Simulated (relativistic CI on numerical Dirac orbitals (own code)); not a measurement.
**Hyperfine structure of Tb⁴¹⁺, mass number 159**

Calculated at this level of theory: Dirac-Coulomb-Breit CI, KLI orbitals optimised for each configuration, model QED, unscaled Slater integrals (own radial code, finite nucleus).

Configuration list (outside the closed core [Ne]): 3s²3p⁶3d⁶, 3s²3p⁵3d⁷, 3s²3p⁴3d⁸, 3s3p⁶3d⁷, 3p⁶3d⁸, 3s3p⁵3d⁸, 3s²3p⁶3d⁵4s, 3s²3p⁶3d⁵4p, 3s²3p⁴3d⁷4s, 3s²3p⁶3d⁵4d, 3s²3p⁵3d⁶4s, 3s²3p⁶3d⁵4f, 3s²3p⁶3d⁴4s², 3s3p⁶3d⁶4s, 3p⁶3d⁷4s, 3p⁶3d⁷4p. Levels of other configurations are missing.

Nuclear spin I = 3/2, μ = 2.009 μN, Q = 1.432 b (tables of Stone and Pyykkö). The electronic factors are computed for point nuclear moments, without core polarisation or the Bohr-Weisskopf and QED corrections.

| Level | E (cm⁻¹) | A (MHz) | B (MHz) |
| --- | --- | --- | --- |
| 3s²3p⁶3d⁶ ⁵D3 | 249922 | 21350 | 6500 |
| 3s²3p⁶3d⁶ ⁵D1 | 280703 | 31140 | -23200 |
| 3s²3p⁶3d⁶ ³G5 | 326809 | 41400 | 27500 |
| 3s²3p⁶3d⁶ ³H6 | 327957 | 45620 | -54300 |
| 3s²3p⁶3d⁶ ³P1 | 468923 | 30690 | 45400 |

Levels with J = 0, under 50 % of one LS term, or S terms without an open s electron are left out. Small factors come from cancelling terms and can be off by tens of per cent or more.

At this charge energies of transitions that change n are usually good to better than 1 %, and those within a shell (Δn = 0) to a few per cent.

(1) Give the hyperfine levels of 3s²3p⁶3d⁶ ⁵D3 relative to its centre of gravity.

## Answers

(1) With K = F(F + 1) − I(I + 1) − J(J + 1), E = AK/2 + B[¾K(K + 1) − I(I + 1)J(J + 1)]/[2I(2I − 1)J(2J − 1)]: F = 3/2: -124200, F = 5/2: -75710, F = 7/2: -3252, F = 9/2: 97710 MHz.

LS names give the leading component of a level, which can be under half, so a name can repeat, a term be missing and a line seem to break the LS rules.
